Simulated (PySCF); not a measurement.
Compound: (HMg-mu-NH2)2.
Bonds: Mg1–N3, Mg1–N6, N3–Mg4, Mg4–N6. Hydrogens: H2 on Mg1; H7, H8 on N3; H5 on Mg4; H9, H10 on N6.

The closed-shell ground state was solved at several levels (PySCF, density fitting, gas phase, non-relativistic). One conformer (not necessarily the lowest) at the PBE0-D3(BJ)/def2-SVP geometry, without solvent, vibrations or thermal averaging.

| level | basis functions | total energy (Eh) | HOMO (eV) | LUMO (eV) | gap (eV) | dipole (D) |
| --- | --- | --- | --- | --- | --- | --- |
| KT2/pcSseg-1 | 96 | -519.0316 | -5.48 | -1.23 | 4.25 | 0.46 |
| CAM-B3LYP/def2-SVPD | 130 | -513.0953 | -8.05 | -0.05 | 8.00 | 0.49 |

(1) Estimate the row for PBE0/pcSseg-1, a basis of 96 functions; the other rows only guide the guess.

(2) Over all these levels, which gives the widest orbital gap and which the narrowest?

(3) How far do the dipole and the HOMO energy spread over the levels?

## Answers

(1) Total energy -512.9715 Eh, HOMO -6.65 eV, LUMO -0.47 eV, gap 6.18 eV, dipole 0.49 D.

(2) CAM-B3LYP/def2-SVPD (range-separated hybrid) has the widest, 8.00 eV, and KT2/pcSseg-1 (GGA) the narrowest, 4.25 eV. Functional and basis both differ between the two, so the spread mixes both effects.

(3) The dipole runs from 0.46 to 0.49 D (mean 0.48 D) and the HOMO from -8.05 to -5.48 eV.
